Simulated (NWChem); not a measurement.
PbIBr, singlet; SMILES [Pb]([Br])[I]

Program: NWChem. Low-valent species are run as closed-shell singlets; no triplet was tried in these runs. Geometry: optimised at PBE-D3(BJ)/def2-SVP. def2 effective core potentials on I, Pb; no spin-orbit coupling.

For level PW6B95/def2-SVP:

- highest occupied level (eV) = -7.30
- orbital gap (eV) = 4.05

**Question.** What are these values for level B3PW91/def2-SVP?

**Answer.** 
| Quantity | Value |
|---|---|
| highest occupied level (eV) | -7.13 |
| orbital gap (eV) | 3.66 |
